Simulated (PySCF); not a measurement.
Radial density of Mg⁺ (magnesium, charge +1)

UHF, [Ne] 3s1, 2S determinant. All numbers are calculated (PySCF 2.14, no relativity, point nucleus, in aug-cc-pVTZ with one added diffuse shell each of s, p, d, f type (7s6p4d3f, 66 functions)).

| r (bohr) | 4πr²ρ (e/bohr) | 4πr²(ρα − ρβ) |
| --- | --- | --- |
| 0.00188 | 0.04626 | 0.0001 |
| 0.00316 | 0.1267 | 0.0002 |
| 0.00531 | 0.3407 | 0.0005 |
| 0.00893 | 0.8836 | 0.0014 |
| 0.0150 | 2.162 | 0.0035 |
| 0.0253 | 4.788 | 0.0076 |
| 0.0425 | 8.998 | 0.0137 |
| 0.0715 | 12.89 | 0.0168 |
| 0.120 | 12.13 | 0.0068 |
| 0.202 | 7.795 | -0.0024 |
| 0.340 | 9.019 | 0.0377 |
| 0.572 | 10.83 | 0.0475 |
| 0.962 | 4.827 | 0.0022 |
| 1.62 | 0.7712 | 0.2455 |
| 2.72 | 0.4006 | 0.3934 |
| 4.58 | 0.08783 | 0.0878 |
| 7.70 | 0.0009855 | 0.0010 |

**Question.** Where is the radial spin density 4πr²(ρα − ρβ) most negative, and why is it negative at all?

**Answer.** Around r = 0.202 bohr, down to -0.0024 e/bohr: exchange with the open shell polarises the paired shells in an unrestricted calculation.
